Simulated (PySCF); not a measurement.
A side-by-side comparison of computed properties.

First species: C₄H₄N₂S.
Numbering: `[CH2:1]=[CH:2][c:3]1[n:4][n:5][cH:6][s:7]1` (hydrogens: H8, H9 on C1; H10 on C2; H11 on C6)

Second species: C2H12FNSi3.
InChI=1S/C2H12FNSi3/c1-4-7-2(5)6-3/h2,4H,6-7H2,1,5H3/t2-/m0/s1

Levels: PBE0/def2-SVPD for dipole moment, HOMO energy, LUMO energy, HOMO–LUMO gap, static isotropic polarisability and electronic spatial extent ⟨r²⟩ about the centre of nuclear charge; TDDFT PBE0/def2-SVPD for lowest singlet excitation; TDA PBE0/def2-SVPD for lowest triplet excitation (Tamm–Dancoff); GFN2-xTB for rotational constant A and rotational constant C. Geometries: GFN2-xTB. All species are isolated and taken at one optimised geometry, non-relativistic unless stated; the electronic structure was computed with PySCF and density fitting.

Dipoles, sizes and rotational constants follow the conformer. The torsions of the flexible species, by atom-mapped SMILES:
- `[CH2:1]=[CH:2][c:3]1[n:4][n:5][cH:6][s:7]1`: C1–C2–C3–N4 0°
- `[CH3:1][NH:2][SiH2:3][C@@H:4]([SiH3:5])[SiH2:6][F:7]`: C1–N2–Si3–C4 -56°, N2–Si3–C4–Si5 -176°, Si3–C4–Si6–F7 180°

| property | column X | column Y |
| --- | --- | --- |
| dipole moment | 2.88 D | 2.87 D |
| HOMO energy | -7.40 eV | -7.03 eV |
| LUMO energy | -1.94 eV | -0.07 eV |
| HOMO–LUMO gap | 5.46 eV | 6.96 eV |
| lowest singlet excitation | 4.11 eV | 5.69 eV |
| lowest triplet excitation (Tamm–Dancoff) | 3.06 eV | 5.47 eV |
| static isotropic polarisability | 80.6 au | 110.0 au |
| electronic spatial extent ⟨r²⟩ about the centre of nuclear charge | 825 bohr² | 1732 bohr² |
| rotational constant A | 5.124 GHz | 1.691 GHz |
| rotational constant C | 1.385 GHz | 0.679 GHz |

Question: Which column belongs to which species?

Answer: Column X is the first species and column Y the second. The first has 11 atoms and 58 electrons, the second 19 and 82.

Question: How does each property change from the first species to the second?

Answer: dipole moment -0.01 D; HOMO energy +0.37 eV; LUMO energy +1.87 eV; HOMO–LUMO gap +1.50 eV; lowest singlet excitation +1.58 eV; lowest triplet excitation (Tamm–Dancoff) +2.41 eV; static isotropic polarisability +29.4 au; electronic spatial extent ⟨r²⟩ about the centre of nuclear charge +907 bohr²; rotational constant A -3.433 GHz; rotational constant C -0.706 GHz.

On the first: The polarisability is 11.94 Å³ as a volume (1 au = 0.148185 Å³), or 1.39 au for each of the 58 electrons. In atomic units the dipole is 1.13 e·bohr (1 au = 2.5417 D).

On the second: The dipole equals about 9.6 × 10⁻³⁰ C·m (1 D = 3.33564 × 10⁻³⁰ C·m). The vertical singlet–triplet gap S1 − T1 is 0.22 eV (TDDFT singlet less Tamm–Dancoff triplet; S1: HOMO→LUMO, weight 0.89; T1: HOMO→LUMO, weight 0.83).
